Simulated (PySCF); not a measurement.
C2H4BClO2, singlet, at a GFN2-xTB geometry.

Input for PySCF:
```python
from pyscf import gto, scf, dft
from pyscf.prop import polarizability

mol = gto.M(
    atom='''
B     1.21473670   -0.02019325    0.73757767
Cl    0.11798235    0.44904454    1.96381279
H     2.35787267   -0.13120691    0.96457739
O     0.83427077   -0.19963522   -0.53487358
C    -0.41042839   -0.32932320   -1.08964944
C    -0.49796870    0.39054885   -2.40170389
O    -1.26666194   -0.98565561   -0.58250026
H    -1.45963502    0.19489023   -2.86593299
H     0.30982656    0.05931489   -3.05021607
H    -0.37793578    1.45918350   -2.23402337
''',
    basis='6-31g',
    verbose=4,
)

mf = dft.RKS(mol)
mf.xc = 'pbe'
mf.kernel()
alpha = mf.Polarizability().polarizability()[2, 2]
print('alpha_zz =', alpha)
```

Problem. Give the nuclear repulsion energy at the level PBE/6-31G, polarisability run with PySCF.

Solution. 268.7194 Eh

Problem. Predict the HOMO energy from PBE/6-31G, polarisability.

Solution. -6.67 eV

Problem. Estimate the Mulliken (on the basis functions themselves) charges in atom order that PBE/6-31G, polarisability returns for this input.

Solution. B1 0.19, Cl2 -0.04, H3 0.02, O4 -0.41, C5 0.43, C6 -0.50, O7 -0.30, H8 0.20, H9 0.20, H10 0.20
